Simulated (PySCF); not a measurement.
# Vanadium: a sound run and one with changed settings

Sound run: V⁺ [Ar] 3d4, V²⁺ [Ar] 3d3. Calculation: PySCF 2.14, in cc-pVTZ; no relativity, point nucleus. The sound run starts from symmetry-adapted Hartree-Fock orbitals and uses a fine grid where one is needed.

A second run was set up differently.

```
species  method  sound run (hartree)  changed run (hartree)  converged
     V⁺     UHF           -942.67479             -942.68141         no
     V⁺    MN15           -943.69718             -943.65090         no
     V⁺   M06-L           -943.63185             -943.61318         no
    V²⁺     UHF           -942.18678             -942.18470         no
    V²⁺    MN15           -943.13625             -943.13611         no
    V²⁺   M06-L           -943.09378             -943.09375         no
```

Question: What was changed?
A. basis contracted for another Hamiltonian
B. radial grid too coarse
C. too few SCF iterations
D. a valence shell is frozen

Answer: C. It used initial guess minao, at most 3 SCF cycles. The SCF was stopped early; the energies are upper bounds that still move, and correlated levels were skipped or rest on poor orbitals.
